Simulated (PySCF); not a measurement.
**Computed properties of ClHSSi, SMILES Cl[Si]S**

Si(Cl)(SH) (ClHSSi), SMILES S[Si]Cl (connectivity only; charge and spin as stated), neutral, multiplicity 1. Geometry: PBE0-D3(BJ)/def2-TZVP. The values are those of a single conformer. All values are computed for the isolated molecule unless a solvent is named; none is compared with measurement here.

**Structure.** The optimised structure has Cs symmetry. All 6 harmonic modes at PBE0-D3(BJ)/def2-TZVP (PySCF) are real, so it is a minimum. With heavy atoms numbered as in [Si:1]([Cl:2])[SH:3], the shortest bond between them is Si1–Cl2 at 2.086 Å and the longest Si1–S3 at 2.135 Å.

**Vibrations.** The strongest infrared lines (harmonic, unscaled, degenerate partners summed) lie at 512 cm⁻¹ (109 km/mol, Si 58 %, S 34 %), 506 cm⁻¹ (84 km/mol, Si 50 %, Cl 39 %), 755 cm⁻¹ (12 km/mol, H 87 %). The softest mode is at 180 cm⁻¹ and the zero-point energy is 7.2 kcal/mol.

**Electronic structure.** r2SCAN/def2-TZVPD (PySCF) places the frontier levels at -6.42 and -3.22 eV, a gap of 3.20 eV, and gives a dipole moment of 1.59 D and a mean polarisability of 68.0 bohr³.

**Excitations.** TDA-B3LYP/def2-SVPD (PySCF) has S1 at 3.79 eV (327 nm, f = 0.026, weak); the most intense of the 10 singlets computed lies at 6.72 eV (f = 0.43). T1 (TDA) is at 2.41 eV, 1.38 eV under S1. No vertical singlet excitation falls in the visible range (under 3.1 eV).

**NMR.** GIAO shifts at PBE0/pcSseg-2 (PySCF) (non-relativistic, atoms alike by connectivity averaged): ¹H at 5.0 ppm against TMS; ²⁹Si at 357.5 ppm against TMS. Without spin–orbit terms, shifts of atoms bonded to Cl or Br come out too high.
